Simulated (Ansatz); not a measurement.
# What each rung costs, and what it gives

Saddle point of Si$_{3}$H$_{10}$O, singlet (Si₂H₆ ([SiH3][SiH3]) + SiH₄O ([OH][SiH3]) → Si₃H₈O ([SiH3][O][SiH2][SiH3]) + H₂; bonds formed: Si1–O7, H2–H6; bonds broken: Si1–H2, H6–O7), PBE0-D4/def2-TZVP structure:

```
14
angstrom
Si -0.9597 0.1081 0.3396
H -0.5958 -1.5253 0.8256
H -0.8806 1.3638 -0.5090
H -2.4192 -0.1643 0.3858
Si -0.0051 0.7760 2.3653
H -0.0798 -1.5426 -0.2660
O -0.0381 -0.7561 -1.0182
Si 0.8764 -0.3191 -2.3660
H -0.2516 2.2082 2.6944
H 1.4705 0.5814 2.2623
H -0.5018 -0.0759 3.4802
H -0.0402 0.1204 -3.4408
H 1.6136 -1.5396 -2.7631
H 1.8113 0.7650 -1.9901
```

Barriers are electronic and count from the start structure reached by relaxing down the imaginary mode.

Program: Ansatz 0.2.0. Basis: as named in each row. Cores are frozen in the correlated methods. B3LYP uses VWN-RPA correlation. Extrapolation: Hartree–Fock as exp(−7.88 √X), correlation as X^−2.97.

Times are rough, for one single point on 8 threads of a shared host (Arm Neoverse V1).

The estimate by CCSD(T) at an estimated basis limit (MP2 extrapolated from triple and quadruple zeta, plus CCSD(T) − MP2 in triple zeta) is 162.9 kJ/mol.

```json
{"method": "HF", "basis": "STO-3G", "time (s)": "under 1", "barrier (kJ/mol)": "278.9", "method less estimate": "116.0"}
{"method": "PBE-D4", "basis": "STO-3G", "time (s)": "under 1", "barrier (kJ/mol)": "113.7", "method less estimate": "-49.2"}
{"method": "SPW92", "basis": "def2-SVP", "time (s)": "under 1", "barrier (kJ/mol)": "91.8", "method less estimate": "-71.1"}
{"method": "B3LYP-D4", "basis": "6-31G", "time (s)": "under 1", "barrier (kJ/mol)": "145.9", "method less estimate": "-17.1"}
{"method": "PBE-D4", "basis": "def2-SVP", "time (s)": "under 1", "barrier (kJ/mol)": "124.1", "method less estimate": "-38.8"}
{"method": "PBE0-D4", "basis": "def2-SVP", "time (s)": "under 1", "barrier (kJ/mol)": "140.1", "method less estimate": "-22.9"}
{"method": "SPW92", "basis": "def2-TZVPP", "time (s)": "1", "barrier (kJ/mol)": "102.0", "method less estimate": "-60.9"}
{"method": "PBE-D4", "basis": "def2-TZVPP", "time (s)": "2", "barrier (kJ/mol)": "133.7", "method less estimate": "-29.2"}
{"method": "BLYP-D4", "basis": "def2-TZVPP", "time (s)": "2", "barrier (kJ/mol)": "146.8", "method less estimate": "-16.1"}
{"method": "B3LYP-D4", "basis": "def2-TZVPP", "time (s)": "2", "barrier (kJ/mol)": "156.4", "method less estimate": "-6.5"}
{"method": "BHLYP-D4", "basis": "def2-TZVPP", "time (s)": "2", "barrier (kJ/mol)": "171.7", "method less estimate": "8.8"}
{"method": "PBE0-D4", "basis": "def2-TZVPP", "time (s)": "3", "barrier (kJ/mol)": "147.4", "method less estimate": "-15.5"}
{"method": "CAM-B3LYP-D4", "basis": "def2-TZVPP", "time (s)": "3", "barrier (kJ/mol)": "159.1", "method less estimate": "-3.8"}
{"method": "wB97M-V", "basis": "def2-SVP", "time (s)": "3", "barrier (kJ/mol)": "144.9", "method less estimate": "-18.0"}
{"method": "CCSD(T)", "basis": "def2-SVP", "time (s)": "3", "barrier (kJ/mol)": "168.3", "method less estimate": "5.4"}
{"method": "r2SCAN-D4", "basis": "def2-TZVPP", "time (s)": "4", "barrier (kJ/mol)": "143.0", "method less estimate": "-20.0"}
{"method": "r2SCAN0-D4", "basis": "def2-TZVPP", "time (s)": "4", "barrier (kJ/mol)": "152.3", "method less estimate": "-10.6"}
{"method": "RPA on PBE", "basis": "def2-TZVPP", "time (s)": "4", "barrier (kJ/mol)": "167.4", "method less estimate": "4.5"}
{"method": "B2PLYP", "basis": "def2-TZVPP", "time (s)": "4", "barrier (kJ/mol)": "161.5", "method less estimate": "-1.4"}
{"method": "PBE-QIDH", "basis": "def2-TZVPP", "time (s)": "4", "barrier (kJ/mol)": "156.7", "method less estimate": "-6.2"}
{"method": "wB97X-V", "basis": "def2-TZVPP", "time (s)": "6", "barrier (kJ/mol)": "162.5", "method less estimate": "-0.4"}
{"method": "wB97M-V", "basis": "def2-TZVPP", "time (s)": "7", "barrier (kJ/mol)": "156.6", "method less estimate": "-6.4"}
{"method": "B97M-V", "basis": "def2-TZVPP", "time (s)": "8", "barrier (kJ/mol)": "150.5", "method less estimate": "-12.4"}
{"method": "MP2", "basis": "def2-QZVPP", "time (s)": "19", "barrier (kJ/mol)": "157.1", "method less estimate": "-5.8"}
{"method": "CCSD(T)", "basis": "def2-TZVPP", "time (s)": "130", "barrier (kJ/mol)": "164.9", "method less estimate": "1.9"}
```

All methods are single points on the PBE0-D4 structures.

No T1 diagnostic of these runs exceeds 0.014.

Labels in which every atom is bracketed show which atoms are joined, not bond orders.
